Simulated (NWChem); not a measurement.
System: HS2, doublet; SMILES [S]S

Here is an NWChem input.

```
start job
memory heap 200 mb stack 900 mb global 1100 mb
geometry units angstroms noautoz
  S      0.029869    -1.052074     0.000000
  S      0.067440     0.943595     0.000000
  H     -1.275563     1.274027     0.000000
end
basis spherical
  * library def2-tzvp
end
dft
  odft
  mult 2
  xc xcamb88 1.00 lyp 0.81 vwn_5 0.19 hfexch 1.00
  cam 0.33 cam_alpha 0.19 cam_beta 0.46
  iterations 150
  mulliken
end
task dft gradient
```

Parts of the log:

```
             Northwest Computational Chemistry Package (NWChem) 7.3.0
             --------------------------------------------------------

 CS  symmetry detected

                             Geometry "geometry" -> ""
                             -------------------------

 Output coordinates in angstroms (scale by  1.889725989 to convert to a.u.)

  No.       Tag          Charge          X              Y              Z
 ---- ---------------- ---------- -------------- -------------- --------------
    1 S                   16.0000     0.01242945    -1.03822997     0.00000000
    2 S                   16.0000     0.06713209     0.95704293     0.00000000
    3 H                    1.0000    -1.27298463     1.29899257     0.00000000

 Effective nuclear repulsion energy (a.u.)      77.1657116534

      Symmetry information
      --------------------

 Group name             Cs
 Group number              2
 Group order               2
 No. of unique centers     3

                                 NWChem DFT Module
                                 -----------------

 Summary of "ao basis" -> "ao basis" (spherical)
 ------------------------------------------------------------------------------
       Tag                 Description            Shells   Functions and Types
 ---------------- ------------------------------  ------  ---------------------
 S                         def2-tzvp                13       37   5s5p2d1f
 H                         def2-tzvp                 4        6   3s1p

      Symmetry analysis of basis
      --------------------------

        a'         55
        a"         25

            General Information
            -------------------
          SCF calculation type: DFT
          Wavefunction type:  spin polarized.
          No. of atoms     :     3
          No. of electrons :    33
           Alpha electrons :    17
            Beta electrons :    16
          Charge           :     0
          Spin multiplicity:     2
          Use of symmetry is: on ; symmetry adaption is: on
          Maximum number of iterations: 150
          AO basis - number of functions:    80
                     number of shells:    30
          Convergence on energy requested:  1.00D-06
          Convergence on density requested:  1.00D-05
          Convergence on gradient requested:  5.00D-04

              XC Information
              --------------
                     Hartree-Fock (Exact) Exchange  1.000
                   CAM-Becke88 Exchange Functional  1.000
                      VWN V Correlation Functional  0.190 local
              Lee-Yang-Parr Correlation Functional  0.810

           Range-Separation Parameters
           ---------------------------
           Alpha           :  0.19
           Beta            :  0.46
           Gamma           :  0.33
           Short-Range HF  :     F

             Grid Information
             ----------------
          Grid used for XC integration:  medium
          Radial quadrature: Mura-Knowles
          Angular quadrature: Lebedev.
          Tag              B.-S. Rad. Rad. Pts. Rad. Cut. Ang. Pts.
          ---              ---------- --------- --------- ---------
          S                   1.00       88           9.0       590
          H                   0.35       45           9.0       434
          Grid pruning is: on
          Number of quadrature shells:   221
          Spatial weights used:  Erf1

      Superposition of Atomic Density Guess
      -------------------------------------

 Sum of atomic energies:        -795.45881187

      Non-variational initial energy
      ------------------------------

 Total energy =    -795.702172
 1-e energy   =   -1253.078050
 2-e energy   =     380.210166
 HOMO         =      -0.207993
 LUMO         =       0.021923

   Symmetry analysis of molecular orbitals - initial alpha
   -------------------------------------------------------

  Numbering of irreducible representations:

     1 a'          2 a"

  Orbital symmetries:

     1 a'          2 a'          3 a'          4 a'          5 a'
     6 a'          7 a"          8 a'          9 a'         10 a"
    11 a'         12 a'         13 a'         14 a'         15 a"
    16 a'         17 a"         18 a'         19 a'         20 a'
    21 a'         22 a'         23 a"         24 a'         25 a'
    26 a"         27 a"

   Symmetry analysis of molecular orbitals - initial beta
   ------------------------------------------------------

  Numbering of irreducible representations:

     1 a'          2 a"

  Orbital symmetries:

     1 a'          2 a'          3 a'          4 a'          5 a'
     6 a'          7 a"          8 a'          9 a'         10 a"
    11 a'         12 a'         13 a'         14 a'         15 a"
    16 a'         17 a"         18 a'         19 a'         20 a'
    21 a'         22 a'         23 a"         24 a'         25 a'
    26 a"         27 a"

     ---------------------------------------------
      Total Density - Mulliken Population Analysis
     ---------------------------------------------

    Atom       Charge   Shell Charges
 -----------   ------   -------------------------------------------------------
    1 S   16    16.38   2.01  0.49  1.48  1.11  0.83  4.18  1.69  0.87  2.32  1.34  0.01  0.05  0.01
    2 S   16    15.85   2.01  0.49  1.48  1.07  0.78  4.17  1.70  0.81  2.15  1.08  0.03  0.08  0.01
    3 H    1     0.77   0.19  0.42  0.14  0.02

     --------------------------------------------
      Spin Density - Mulliken Population Analysis
     --------------------------------------------

    Atom       Charge   Shell Charges
 -----------   ------   -------------------------------------------------------
    1 S   16     0.54   0.00  0.00  0.00  0.00  0.00  0.01 -0.01  0.09  0.27  0.17  0.00  0.00  0.00
    2 S   16     0.46   0.00  0.00  0.00  0.00  0.00  0.01 -0.01  0.08  0.23  0.14  0.00  0.01  0.00
    3 H    1     0.00   0.00  0.00  0.00  0.00

   convergence    iter        energy       DeltaE   RMS-Dens  Diis-err
 ---------------- ----- ----------------- --------- --------- ---------
 d= 0,ls=0.0,diis     1   -796.9579126470 -8.74D+02  3.37D-03  2.31D-01
                                                     3.57D-03  2.29D-01
 d= 0,ls=0.0,diis     2   -796.9776928270 -1.98D-02  2.84D-03  5.48D-02
                                                     2.91D-03  4.97D-02
 d= 0,ls=0.0,diis     3   -796.9933926211 -1.57D-02  1.12D-03  2.53D-02
                                                     1.33D-03  2.68D-02
 d= 0,ls=0.0,diis     4   -797.0074752187 -1.41D-02  1.93D-04  5.28D-04
                                                     1.63D-04  4.09D-04
 d= 0,ls=0.0,diis     5   -797.0077711215 -2.96D-04  8.23D-05  3.45D-05
                                                     1.57D-04  4.08D-05
  Resetting Diis
 d= 0,ls=0.0,diis     6   -797.0078779240 -1.07D-04  6.98D-05  1.81D-05
                                                     9.31D-05  1.15D-05
 d= 0,ls=0.0,diis     7   -797.0079143779 -3.65D-05  2.41D-05  2.40D-06
                                                     3.07D-05  2.39D-06
 d= 0,ls=0.0,diis     8   -797.0079202764 -5.90D-06  8.39D-06  6.85D-07
                                                     1.84D-05  1.22D-06
 d= 0,ls=0.0,diis     9   -797.0079223712 -2.09D-06  2.35D-05  6.69D-07
                                                     3.12D-05  4.79D-07
 d= 0,ls=0.0,diis    10   -797.0079242758 -1.90D-06  1.49D-06  6.92D-08
                                                     5.15D-06  1.03D-07
 d= 0,ls=0.0,diis    11   -797.0079243585 -8.27D-08  7.39D-07  2.87D-09
                                                     8.15D-07  2.04D-09

         Total DFT energy =     -797.007924358490
      One electron energy =    -1253.995567455741
           Coulomb energy =      431.554798028038
    Exchange-Corr. energy =      -51.732866584213
 Nuclear repulsion energy =       77.165711653426

 Numeric. integr. density =       32.999996519918

                  Occupations of the irreducible representations
                  ----------------------------------------------

                     irrep           alpha         beta
                     --------     --------     --------
                     a'               13.0         13.0
                     a"                4.0          3.0

                    DFT Final Alpha Molecular Orbital Analysis
                    ------------------------------------------

 Vector   15  Occ=1.000000D+00  E=-4.297550D-01  Symmetry=a"
              MO Center=  2.5D-02,  4.4D-02, -1.0D-13, r^2= 2.1D+00
   Bfn.  Coefficient  Atom+Function         Bfn.  Coefficient  Atom+Function
  ----- ------------  ---------------      ----- ------------  ---------------
    54      0.385282  2 S  pz                17      0.357018  1 S  pz
    57      0.214991  2 S  pz                20      0.184539  1 S  pz
    51      0.178639  2 S  pz                14      0.162888  1 S  pz
    45     -0.146659  2 S  pz                 8     -0.134637  1 S  pz
    48     -0.066136  2 S  pz                11     -0.061233  1 S  pz

[...]

                         DFT ENERGY GRADIENTS

    atom               coordinates                        gradient
                 x          y          z           x          y          z
   1 S       0.023488  -1.961970   0.000000    0.000985  -0.014775   0.000000
   2 S       0.126861   1.808549   0.000000    0.012917   0.009155   0.000000
   3 H      -2.405592   2.454740   0.000000   -0.013902   0.005620   0.000000
```

Level: CAM-B3LYP/def2-TZVP, spin-unrestricted. In the optimisation the excess spin sits in a" (Cs, its own frame). Coordinates come from a PBE-D3(BJ)/def2-SVP, spin-unrestricted optimisation. No stability test was run on the SCF state.
